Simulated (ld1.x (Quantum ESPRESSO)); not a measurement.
PBEsol PAW dataset for gold (Au), fully relativistic all-electron reference.

The input file (ld1.x (Quantum ESPRESSO) 7.5):

```
&input
   title='Au', zed=79., rel=2, dft='PBESOL', iswitch=3,
   config='[Xe] 4f14 5d9 6s0 6p0', rel_dist='average',
   nld=5, rlderiv=2.45, eminld=-8.0, emaxld=5.0, deld=0.04
 /
 &inputp
   pseudotype=3, lpaw=.true., tm=.true., lloc=-1, rcloc=1.55,
   nlcc=.true., new_core_ps=.true.,
   which_augfun='BESSEL', rmatch_augfun=1.30,
   file_pseudopw='Au.UPF', file_wfcaegen='ae.wfc', file_wfcncgen='nc.wfc', file_beta='beta', file_chi='chi', file_wfcusgen='us.wfc'
 /
6
6S  1  0   0.00   0.00  1.85  2.25  0.0
6S  1  0   0.00  -1.20  1.85  2.25  0.0
5P  2  1   6.00   0.00  1.40  1.55  0.0
6P  3  1   0.00   0.00  1.40  1.55  0.0
5D  3  2   9.00   0.00  1.25  1.70  0.0
5D  3  2   0.00   1.75  1.25  1.70  0.0
 &test
   configts(1)='5p6 5d9 6s0 6p0'
 /
```

Command:

```bash
ld1.x < Au.in > Au.out
```

Output (shortened: banner, matrices, multipoles, cross overlaps and the repeated all-electron block are left out):

```
[... start of the log left out ...]
     Speed at rcutus      0.683 a.u.,  v/c =  0.004983,  (v/c)^2 = -0.00002483

     Wfc 5P LC norm =  0.99957536 SC norm =  0.00042455 missing  0.00000009
     Speed at rcutus      0.419 a.u.,  v/c =  0.003059,  (v/c)^2 = -0.00000936

     Wfc 6P LC norm =  0.99993851 SC norm =  0.00006108 missing  0.00000042
     Speed at rcutus      0.643 a.u.,  v/c =  0.004693,  (v/c)^2 =  0.00002203

     Wfc 6P LC norm =  0.99994776 SC norm =  0.00004586 missing  0.00000638
     Speed at rcutus      0.377 a.u.,  v/c =  0.002751,  (v/c)^2 =  0.00000757

     Wfc 5D LC norm =  0.99975943 SC norm =  0.00024048 missing  0.00000010
     Speed at rcutus      1.074 a.u.,  v/c =  0.007841,  (v/c)^2 =  0.00006148

     Wfc 5D LC norm =  0.99977582 SC norm =  0.00022218 missing  0.00000200
     Speed at rcutus      1.128 a.u.,  v/c =  0.008229,  (v/c)^2 =  0.00006772
      Wfc-us  6S rcutus= 2.238  Estimated cut-off energy=     9.08 Ry
      Wfc-us  6S rcutus= 2.238  Estimated cut-off energy=     9.79 Ry
      Wfc-us  5P rcutus= 1.538  Estimated cut-off energy=    36.25 Ry
      Wfc-us  5P rcutus= 1.538  Estimated cut-off energy=    35.52 Ry
      Wfc-us  6P rcutus= 1.538  Estimated cut-off energy=    66.69 Ry
      Wfc-us  6P rcutus= 1.538  Estimated cut-off energy=    62.87 Ry
      Wfc-us  5D rcutus= 1.700  Estimated cut-off energy=    40.21 Ry
      Wfc-us  5D rcutus= 1.700  Estimated cut-off energy=    40.03 Ry
      Wfc-us  5D rcutus= 1.700  Estimated cut-off energy=    67.98 Ry
      Wfc-us  5D rcutus= 1.700  Estimated cut-off energy=    66.07 Ry

     Required augmentation: BESSEL   radius:    1.300000
     Suggested rho cutoff for augmentation:  58.08 Ry

 %%%%%%%%%%%%%%%%%%%%%%%%%%%%%%%%%%%%%%%%%%%%%%%%%%%%%%%%%%%%%%%%%%%%%%%%%%%%%%
     Error in routine new_paw_hamiltonian (1):
     negative rho
 %%%%%%%%%%%%%%%%%%%%%%%%%%%%%%%%%%%%%%%%%%%%%%%%%%%%%%%%%%%%%%%%%%%%%%%%%%%%%%

     stopping ...
```

The run stopped because the spherical valence density built from the smooth waves and the augmentation charge turned negative at some radius.

The run took about 0.26 s on one core of a shared server CPU.
